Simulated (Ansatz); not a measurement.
Two members of one family ((CuSH)n), computed with Ansatz in the gas phase. The two geometries come from different levels. Binding counts from free atoms in the multiplicity of their measured ground term, without zero-point energy. A dash marks a value that wasn't run or was left out as unsound. The structures are stationary points that may keep the symmetry of their start.

First: (CuSH)2 ring (singlet, charge 0, PBE0-D4/def2-SVP geometry).

```csv
atom,x (Å),y (Å),z (Å)
Cu1,-0.6273,-0.1522,-1.0565
S2,-1.8377,0.2293,0.8728
Cu3,0.3661,0.9101,0.7553
S4,1.5593,0.5794,-1.1940
H5,-1.5890,-0.9748,1.4418
H6,2.1286,-0.5918,-0.8194
```

```csv
level,HOMO (eV),LUMO (eV),gap (eV),vertical IE (eV),vertical triplet (eV),binding per atom (eV)
PBE-D4/def2-SVP,-4.33,-2.08,2.25,–,–,2.86
PBE-D4/def2-TZVP,-4.94,-2.45,2.49,7.86,2.49,2.72
r2SCAN-D4/def2-TZVP,-5.03,-2.16,2.87,7.84,2.54,2.73
PBE0-D4/def2-SVP,-5.83,-1.25,4.59,–,–,2.73
PBE0-D4/def2-TZVP,-6.26,-1.55,4.71,8.14,3.06,2.63
```

Second: (CuSH)4 ring (singlet, charge 0, r2SCAN-D4/def2-SVP geometry).

```xyz
12

Cu   -0.6347   -0.8703   -1.4017
S    -2.6838   -0.8704   -0.5721
Cu   -1.5302    0.8685    0.1549
S    -0.5126    2.6865    0.8966
Cu    0.6374    0.8669    1.4018
S     1.8409   -0.8758    2.0335
Cu    1.5326   -0.8716   -0.1556
S     1.3571   -0.9412   -2.3574
H    -3.2941   -0.2465   -1.6146
H    -1.1908    2.7960    2.0689
H     3.0488   -0.2506    2.0364
H     1.4294   -2.2917   -2.4908
```

Estimate how these quantities change from the first to the second (second minus first).


```csv
level,Δ HOMO (eV),Δ LUMO (eV),Δ gap (eV),Δ vertical IE (eV),Δ vertical triplet (eV),Δ binding per atom (eV)
PBE-D4/def2-SVP,-0.78,0.27,1.05,–,–,0.35
PBE-D4/def2-TZVP,-0.48,0.28,0.75,-0.09,0.69,0.33
r2SCAN-D4/def2-TZVP,-0.56,0.11,0.67,–,0.74,0.33
PBE0-D4/def2-SVP,-0.94,0.17,1.11,–,–,0.31
PBE0-D4/def2-TZVP,-0.69,0.16,0.85,0.29,0.80,0.29
```
